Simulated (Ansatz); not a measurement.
`[CH3][SnH]([OH])[Br]` + HBr → `[OH][SnH]([Br])[Br]` + CH₄ at 700 K and 1 bar (ligand exchange at the Sn–C bond).

Calculated with Ansatz (gas phase, PBE0-D4/def2-TZVP geometries, no zero-point term in ΔE). CCSD(T)/CBS is the MP2 limit (def2-TZVPP, def2-QZVPP) plus CCSD(T) − MP2 in def2-TZVPP, frozen cores. This one scheme is used for every species. def2 core potentials past Kr. For Br, Sn outer-core shells are correlated without core-valence functions, which leaves a few kJ/mol of doubt a bond. Scalar relativity is left out up to krypton. Each species was taken in one conformer, which may not be the lowest.

```tsv
species	CCSD(T)/CBS energy (Eh)	H − E (kJ/mol)	S (J/(mol·K))
`[CH3][SnH]([OH])[Br]`	-2903.65401	225.5	492.2
HBr	-2573.91920	36.5	223.7
`[OH][SnH]([Br])[Br]`	-5437.15470	121.1	468.8
CH₄	-40.46206	145.9	224.0
```

H − E and S are ideal-gas, rigid-rotor, harmonic terms from PBE0-D4/def2-TZVP, for one conformer and one mirror image of each species. 1 Eh = 2625.50 kJ/mol, R = 8.31446 J/(mol·K).

By hand: ΔE, ΔH, ΔS and ΔG.

ΔE = (-5437.15470) + (-40.46206) − (-2903.65401) − (-2573.91920) = -0.04355 Eh = -114.3 kJ/mol. Δ(H − E) = 121.1 + 145.9 − 225.5 − 36.5 = 5.0, so ΔH = -109.3 kJ/mol. ΔS = 468.8 + 224.0 − 492.2 − 223.7 = -23.1 J/(mol·K). ΔG = -109.3 − 700 × (-23.1)/1000 = -93.1 kJ/mol.

By hand: the equilibrium constant, and the temperature at which ΔG would vanish if ΔH and ΔS stayed fixed.

log₁₀ K = −ΔG/(RT ln 10) = 6.9. ΔG = 0 at ΔH/ΔS = 4732 K, far beyond where these terms or the molecules hold.

ΔH outweighs TΔS. A doubt of 5 kJ/mol in ΔE shifts log₁₀ K by 0.4 here. Other conformers and mirror images would add mixing entropy, several J/(mol·K) or more a flexible species. Modes under 60 cm⁻¹, often nearly free rotors, make the harmonic entropy too high. These are equilibria of isolated gas molecules and say nothing of rates. Largest T1 diagnostic: 0.011 (customary marks: 0.02 for closed shells, 0.045 for open ones).
